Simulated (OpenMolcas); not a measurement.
# Xe VII: effect of the basis set

* Program: OpenMolcas 26.06
* Method: SS-RASPT2, IPEA 0.25 Eh, imaginary shift 0.1 Eh (closed shells correlated: 4d)
* Active space: 2 electrons in 9 orbitals (RAS2 5s 5p; RAS3 5d, at most 2 electrons)
* State averaging: 2S+1 = 3 even, 3 roots; 2S+1 = 1 even, 7 roots; 2S+1 = 3 odd, 3 roots; 2S+1 = 1 odd, 3 roots
* Spin-orbit coupling: RASSI with atomic mean-field integrals over the reference wave functions, term energies averaged over their components

A. ANO-R2 [7s6p4d2f1g], X2C, finite nucleus; CASPT2 step of the order of 4 core-seconds
B. ANO-RCC-VTZP [7s6p4d2f1g], DKH2, point nucleus; CASPT2 step roughly 5 core-seconds
C. ANO-RCC-VQZP [8s7p5d3f2g], DKH2, point nucleus; CASPT2 step roughly 10 core-seconds
D. ANO-RCC [10s9p8d5f3g], DKH2, point nucleus; CASPT2 step of the order of 23 core-seconds

Energies in cm-1 above 5s2 1S0, the measured ground level; measured values from Saloman, J. Phys. Chem. Ref. Data 33, 765 (2004).

```
         Level       A       B       C       D  Measured
       5s2 1S0     0.0     0.0     0.0     0.0       0.0
   5s 5p 3P* 0   96898   97272   97619   97264     96141
   5s 5p 3P* 1  100859  101247  101434  101161    100451
   5s 5p 3P* 2  112616  112953  112660  112694    113676
   5s 5p 1P* 1  141056  142053  141524  141436    143259
       5p2 3P0  224439  225758  225965  225342    223673
       5p2 3P1  233948  235198  235025  234696    234685
5p2 1D2 [59 %]  236225  237410  237223  236863    236100
5p2 3P2 [59 %]  249448  250615  249969  249934    251853
```

Deviations, from unrounded energies. A percentage is the sum of absolute deviations over the sum of measured energies, with the sign that they share, or ± where signs differ.

```tsv
Against measurement	Levels	A	B	C	D
mean absolute deviation (cm-1)	8	1100	1100	1400	1100
other configurations (%)	8	±0.6	±0.6	±0.8	±0.6
```

A lies closest to measurement on these levels and C furthest from it. The largest miss of A in the table is 5p2 3P2 [59 %], by -2400 cm-1. The ranking rests on the paired levels alone, and a cruder setting can come out closer through cancelling errors.

Among A to D the level of the table that moves most is 5p2 3P0, by 1500 cm-1 (lowest in A, highest in C).

Active for correlation alone: 5d; no level in the range computed is led by a configuration that fills it, so any true level of that kind is missing. Some terms mix strongly with configurations of 5d, whose occupation reaches 0.19 (5p2 1D). Computed and measured levels are paired by configuration, term and J; levels that our copy of the source lacks, or whose pairing is in doubt (as where it misses far off the trend of its configuration), stay unpaired and out of the deviations. Only configurations of the active space appear. Levels that lie high or do not pair safely by name in every column are left out.

A share in square brackets marks a mixed level and gives the weight of the term that names it, the lowest over the columns. * marks odd parity.
